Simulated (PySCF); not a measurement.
# Correlation energy of Au⁺ (gold, charge +1)

[Xe] 4f14 5d9 6s1, high-spin 3D determinant (an excited configuration). All numbers are calculated (PySCF 2.14, a scalar-relativistic core potential, in def2-QZVPPD with the def2 core potential (60 electrons) (7s5p4d4f2g, 88 functions)). Frozen: 5s2 5p6; 10 electrons correlated.

MP2 pair energies summed by pair of shells (mhartree):

```csv
pair,energy,share (%)
5d-5d,-266.92,83.8
5d-6s,-51.45,16.2
```

Total MP2 correlation energy: -318.37 mhartree.

Same-spin part -114.39 and opposite-spin part -203.98 mhartree; SCS-MP2 scales them by 1/3 and 6/5 to -282.90 mhartree.
